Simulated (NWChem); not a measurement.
Species: C5H11Cl; SMILES CCCCCCl

```xyz
17

C      0.2996     3.1789     0.0081
C     -0.7983     2.1359     0.1654
C     -0.4606     0.7592    -0.4005
C      0.6868     0.0504     0.3079
C      0.9731    -1.3449    -0.2061
Cl    -0.3963    -2.4731     0.0689
H      0.5812     3.3060    -1.0502
H      1.2126     2.9088     0.5618
H     -0.0260     4.1614     0.3830
H     -1.7145     2.5006    -0.3286
H     -1.0583     2.0322     1.2341
H     -0.2209     0.8524    -1.4761
H     -1.3526     0.1143    -0.3429
H      1.6224     0.6268     0.1967
H      0.4835    -0.0023     1.3917
H      1.8418    -1.7881     0.2994
H      1.1641    -1.3459    -1.2892
```
Atoms are numbered in this order, from 1.

Results from NWChem. Pople sets run with spherical d functions. Structure relaxed at the PBE0/def2-SVP level.

Problem. Order these by “orbital gap (eV)”, lowest first: B3LYP/def2-SVP; B3LYP/STO-3G; B3LYP/def2-SVPD; B3LYP/6-311++G**; B3LYP/6-31+G*.

Solution. B3LYP/6-311++G** (7.71), B3LYP/6-31+G* (8.03), B3LYP/def2-SVPD (8.34), B3LYP/def2-SVP (8.93), B3LYP/STO-3G (10.35)
